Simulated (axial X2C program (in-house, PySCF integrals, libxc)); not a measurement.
## Levels of LiRb⁺ by electron attachment to LiRb²⁺ (EOM-EA-CCSD)

Calculated with an axial X2C code built on PySCF integrals: two-component X2C with atomic mean-field Coulomb and Gaunt terms, Gaussian nuclei, basis Rb dyall-acv3z, Li dyall-acv3z with contracted cores.

R = 4.636 Å (1.150 times 4.031 Å, the PBE0 minimum at charge 1 for the lowest determinant).

Levels of LiRb⁺ obtained by attaching an electron to LiRb²⁺:

| Ω | binding energy (eV) | above lowest (cm⁻¹) | attached spinor | one-particle weight |
| --- | --- | --- | --- | --- |
| 1/2 | 8.875 | 0 | 55% Li sσ, 14% Rb sσ, 12% Rb pσ | 1.00 |
| 1/2 | 7.023 | 14940 | 33% Li pσ, 33% Rb sσ, 26% Li sσ | 0.99 |
| 1/2 | 6.603 | 18324 | 75% Li pπ, 11% Rb pπ, 11% Rb dπ | 1.00 |
| 3/2 | 6.599 | 18358 | 75% Li pπ, 11% Rb pπ, 11% Rb dπ | 1.00 |
| 1/2 | 6.041 | 22863 | 39% Li pσ, 37% Rb sσ, 9% Rb pσ | 0.99 |
| 1/2 | 5.101 | 30440 | 68% Rb pπ, 21% Li pπ, 7% Li dπ | 1.00 |
| 3/2 | 5.078 | 30630 | 68% Rb pπ, 21% Li pπ, 7% Li dπ | 1.00 |

**Question.** What is the splitting of the first π pair in the table, and is it regular or inverted?

**Answer.** E(3/2) − E(1/2) = 18358 − 18324 = 34 cm⁻¹ at EOM-EA-CCSD: regular, Ω = 1/2 lower. Splittings at this level can be off by ten to twenty per cent.

This point took 17 s on 1 thread of Intel(R) Xeon(R) Platinum 8375C CPU @ 2.90GHz (Ice Lake), with other jobs on the host.

Reference electrons by ω block (each with its −ω partner): 1/2: 13, 3/2: 5, 5/2: 1. 8 electrons of LiRb²⁺ correlated (inner shells frozen), 92 natural virtual spinors (a truncated set); levels can be off by some tenths of an eV. Roots sought by Ω: (1/2: 5, 3/2: 4, 5/2: 2, 7/2: 1); rows need 60 % one-particle weight and stop where some Ω has no more roots. Missing are any skipped roots, higher Ω and states of a further excitation; these come out far too high here and may in truth be low or lowest. T1 of the reference 0.001 (Lee–Taylor). The reference was not checked to be the lowest state of its species. Number of frozen shells: Rb 3 s, 2 p, 1 d; Li 1 s.
